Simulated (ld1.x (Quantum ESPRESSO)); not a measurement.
## lead: variants of one ultrasoft potential

Base potential:

ld1.x (Quantum ESPRESSO) 7.5 input, shortened:

```
&input
   title='Pb', zed=82., rel=2, dft='PBE', iswitch=3,
   config='[Xe] 4f14 5d10 6s2 6p1.5', rel_dist='average'
 /
 &inputp
   pseudotype=3, tm=.true., lloc=-1, rcloc=1.25,
   nlcc=.false.
 /
6
6S  1  0   2.00   0.00  1.50  1.85  0.0
6S  1  0   0.00   3.35  1.50  1.85  0.0
6P  2  1   1.50   0.00  1.70  2.35  0.0
6P  2  1   0.00   0.25  1.70  2.35  0.0
5D  3  2  10.00   0.00  1.40  1.55  0.0
5D  3  2   0.00  -1.35  1.40  1.55  0.0
 &test
   configts(1)='5d10 6s2 6p1.5'
 /
```

Open shells are filled in proportion to 2j + 1 (rel_dist='average').

Cutoffs, loose and tight: the cutoffs (Ry, on a coarse ladder) from which the occupation-weighted sum of valence levels, in a spherical-Bessel basis at the reference potential, stays within 10 and 1 mRy of its value at 400 Ry. They do not see the model core or the augmentation charge, which bear on the density cutoff. Test errors are all-electron minus pseudo excitation energies from the reference, over the configurations 5d10 6s2 6p2; 5d10 6s2 6p1; 5d10 6s2 6p0; 5d10 6s0 6p4; 5d10 6s1 6p2; 5d9 6s2 6p2; 5d10 6s2 6p2.3. A dash means not determined; rows that change the core or the reference have their own tests.

A true bound ghost makes a file unfit for plane-wave use even where its test errors are small: the radial tests pick states by their node count and pass the ghost by.

| change | outcome | cutoff, loose | cutoff, tight | bound ghosts | largest test error (meV) |
| --- | --- | --- | --- | --- | --- |
| base | generated | 50 Ry | 90 Ry | s, p1/2, p3/2 | +51 |
| wave 6s channel at 3.35 Ry: rcut 1.50, rcutus 1.85 bohr becomes 6s channel at -0.74 Ry: rcut 1.50, rcutus 1.85 bohr | generated | 50 Ry | 80 Ry | s, p1/2, p3/2 | +51 |
| waves 5d (bound): rcut 1.34, rcutus 1.42 bohr; 5d channel at -1.35 Ry: rcut 1.34, rcutus 1.42 bohr | generated | 55 Ry | 100 Ry | s, p1/2, p3/2 | +52 |
| waves 6s (bound): rcut 1.50, rcutus 2.14 bohr; 6s channel at 3.35 Ry: rcut 1.50, rcutus 2.14 bohr | generated | 50 Ry | 90 Ry | s, p1/2, p3/2 | +51 |
| reference 5d10 6s2 6p2 | generated | 50 Ry | 90 Ry | s, p1/2, p3/2 | +79 |
| waves 6p (bound): rcut 1.54, rcutus 1.64 bohr; 6p channel at 0.25 Ry: rcut 1.54, rcutus 1.64 bohr | failed: run_pseudo: Errors in PS-KS equation | – | – | – | – |
| all radii scaled by about 0.95 (s 1.76, p 2.24, d 1.48 bohr, rcut 1.44/1.62/1.34); local potential all-electron potential smoothed inside 1.20 bohr (lloc = -1) | failed: run_pseudo: Errors in PS-KS equation | – | – | – | – |
| augmentation PSQ, radius 1.55 bohr | generated | 50 Ry | 90 Ry | s, p3/2, p1/2 | +24 |
| local potential all-electron potential smoothed inside 1.00 bohr (lloc = -1) | generated | 50 Ry | 90 Ry | p1/2, s, p3/2 | +51 |
| local potential all-electron potential smoothed inside 1.65 bohr (lloc = -1) | generated | 50 Ry | 90 Ry | s, p3/2 | +51 |
| scalar-relativistic | generated | 50 Ry | 100 Ry | s, p | +46 |
| core [Xe], valence charge 28; reference 4f14 5d10 6s2 6p0.5; waves now 6s (bound): rcut 2.00, rcutus 2.35 bohr; 6s channel at 3.35 Ry: rcut 2.00, rcutus 2.35 bohr; 6p (bound): rcut 1.90, rcutus 2.50 bohr; 6p channel at 0.25 Ry: rcut 1.90, rcutus 2.50 bohr; 5d (bound): rcut 1.85, rcutus 2.15 bohr; 5d channel at -1.35 Ry: rcut 1.85, rcutus 2.15 bohr; 4f (bound): rcut 0.45, rcutus 0.55 bohr; 4f channel at -6.25 Ry: rcut 0.45, rcutus 0.55 bohr; local potential all-electron potential smoothed inside 0.65 bohr (lloc = -1) | failed: compute_chi: chi too large beyond r_c | – | – | – | – |
| core correction a·sin(br)/r model core inside 1.12 bohr | generated | 50 Ry | 90 Ry | s, p1/2, p3/2 | -69 |
